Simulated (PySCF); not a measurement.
Molecule: SMILES C/C([SiH3])=C\F, C$_{3}$H$_{7}$FSi.

Atoms are numbered as in `[CH3:1]/[C:2]([SiH3:3])=[CH:4]\[F:5]`; H(Xn) means a hydrogen on atom n.

Geometry PBE0-D3(BJ)/def2-SVP throughout; GIAO in PySCF 2.14.0 with density-fitted response routines, gas phase, one conformer, non-relativistic; equivalent atoms averaged; basis pcSseg-2.

(1) How do the absolute shieldings σ depend on the functional? (ppm; last column core-seconds on shared hosts with different chips, so compare them loosely)

(2) Which nucleus moves most, in ppm?

Answers

(1) 
```csv
functional,kind,C4,C2,C1,Si3,F5,H(C4),H(Si3),H(C1),core-s
HF,Hartree–Fock,30.8,77.2,180.2,441.6,329.3,25.14,27.77,29.84,17
LDA,LDA,12.0,60.5,168.5,379.3,243.8,23.85,26.40,28.90,37
PBE,GGA,15.9,64.9,166.4,395.3,243.9,24.28,26.97,29.29,32
BLYP,GGA,11.4,58.7,162.1,383.4,247.9,24.47,27.25,29.46,47
BP86,GGA,16.2,64.9,166.0,393.6,246.4,24.35,27.03,29.35,46
OPBE,GGA,26.0,76.3,170.5,420.4,246.6,24.35,27.05,29.34,46
KT2,GGA,26.7,75.3,169.6,422.9,250.4,24.34,27.02,29.28,46
KT3,GGA,27.2,75.6,167.9,426.1,253.0,24.54,27.35,29.45,46
B97-D,GGA,20.4,67.7,165.5,405.7,254.9,24.55,27.32,29.49,46
B3LYP,global hybrid,14.5,61.8,166.6,394.3,268.7,24.59,27.32,29.50,30
PBE0,global hybrid,19.6,68.6,171.5,408.3,269.6,24.48,27.12,29.39,30
mPW1PW91,global hybrid,18.9,67.7,170.7,406.6,270.3,24.54,27.19,29.44,29
WP04,global hybrid,7.8,53.4,157.2,390.4,275.0,25.04,28.04,29.77,34
B97-2,global hybrid,22.0,70.3,170.3,413.2,271.0,24.61,27.31,29.49,33
BHandHLYP,global hybrid,19.7,66.4,172.3,410.7,295.3,24.77,27.46,29.58,37
CAM-B3LYP,range-separated hybrid,15.0,63.2,171.0,398.0,281.4,24.54,27.28,29.48,49
wB97X-D,range-separated hybrid,18.5,67.7,171.9,407.5,277.8,24.62,27.26,29.53,70
LC-wPBE,range-separated hybrid,17.3,69.3,176.6,411.2,286.1,24.55,27.29,29.53,61
```

(2) F5 (vinylic fluorine): from 243.8 ppm with LDA to 329.3 ppm with HF. The smallest spread is 0.94 ppm, at H(C1). Proton shifts span only some 12 ppm, so a few tenths of a ppm matter as much there as several ppm in carbon.
